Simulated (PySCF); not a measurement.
In(H)2(OiPr), C3H9InO, SMILES CC(C)[O][InH2] at its B3LYP/def2-SVP optimised geometry (Å):

```
14

In    -1.5495    -0.1494     0.0000
H     -2.0784    -1.7863    -0.0002
H     -2.3859     1.3631     0.0000
O      0.4725    -0.1494     0.0000
C      1.3676     0.9379    -0.0024
C      1.2379     1.7863     1.2667
C      1.2349     1.7840    -1.2728
H      2.3859     0.4967    -0.0033
H      0.2530     2.2850     1.3057
H      2.0119     2.5702     1.3130
H      1.3391     1.1506     2.1604
H      1.3345     1.1470    -2.1657
H      0.2498     2.2824    -1.3106
H      2.0086     2.5681    -1.3220
```

Level of theory: B3LYP/def2-TZVP, def2 effective core potentials past Kr (PySCF 2.14.0). The core electrons that the potentials of In replace are not part of the density. Cells within 0.4 Å of a nucleus heavier than hydrogen are left out (blank, or x).

Map of the Laplacian of the electron density (e/bohr⁵), clipped to [-1.50, 1.50] on the plane z = 0.0 Å:

```
|5555555555555555555555555555555|
|5555555555555555555555555555555|
|5555555555555555555555555555555|
|5555555555555555555555555555555|
|5555555555555555555555555555555|
|5555555555555555555555555555555|
|5555555555555555555555555555555|
|5555555555555555555555555555555|
|5555555555555555555555555555555|
|5555555555555555555555555555555|
|5555554045555555555455555555555|
|5555554034555555555xx5555555555|
|5555554445555555555xx3345555555|
|5555555579996555653xx1004555555|
|5555555797099656423554405555555|
|555555599xxx9763xx3655555555555|
|555555599xxx9764xx2655555555555|
|5555555797099656426655555555555|
|5555555579996555666555555555555|
|5555555545555555555555555555555|
|5555555424555555555555555555555|
|5555555403555555555555555555555|
|5555555544555555555555555555555|
|5555555555555555555555555555555|
|5555555555555555555555555555555|
|5555555555555555555555555555555|
|5555555555555555555555555555555|
|5555555555555555555555555555555|
|5555555555555555555555555555555|
|5555555555555555555555555555555|
|5555555555555555555555555555555|
```
Scale: ten equal steps from -1.50 (start of '0') to 1.50 (end of '9'), in the order '0123456789'; x runs from -4.50 to 4.50, y from -4.50 (bottom) to 4.50 (top).
